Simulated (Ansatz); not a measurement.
Start from `CBS[SiH2]C` and change one atom or group to get `BS[SiH2]C`.

Ansatz, PBE0-D4/def2-TZVP geometries, multiplicity 1. Each molecule was computed in one conformer, which needn't be the lowest.

```tsv
property	`CBS[SiH2]C`
HOMO–LUMO gap (ωB97M-V/def2-TZVPP) / eV	10.95
size of the dipole moment (ωB97M-V/def2-TZVPP) / D	1.23
LUMO energy (B3LYP/def2-TZVPP) / eV	-1.11
HOMO–LUMO gap (PBE0/def2-TZVPP) / eV	6.86
HOMO–LUMO gap (PBE/def2-TZVPP) / eV	4.80
size of the dipole moment (PBE/def2-TZVPP) / D	1.19
```

Task: What does the change do to each property? (Best estimate.)

Result: Computed: 
```csv
property,`BS[SiH2]C`,shift
HOMO–LUMO gap (ωB97M-V/def2-TZVPP) / eV,10.74,-0.21
size of the dipole moment (ωB97M-V/def2-TZVPP) / D,1.69,0.46
LUMO energy (B3LYP/def2-TZVPP) / eV,-1.58,-0.47
HOMO–LUMO gap (PBE0/def2-TZVPP) / eV,6.67,-0.19
HOMO–LUMO gap (PBE/def2-TZVPP) / eV,4.61,-0.19
size of the dipole moment (PBE/def2-TZVPP) / D,1.81,0.62
```

With PBE0 the HOMO falls by 0.26 eV and the LUMO falls by 0.46 eV, so the gap narrows by about 0.20 eV. PBE moves the HOMO by -0.27 eV and ωB97M-V by -0.26 eV. The zero-point energy changes by -74.9 kJ/mol with -9 modes. Dipoles are sizes alone; their direction can turn.

B3LYP here is the variant with VWN-RPA as its local correlation; programs differ in this.
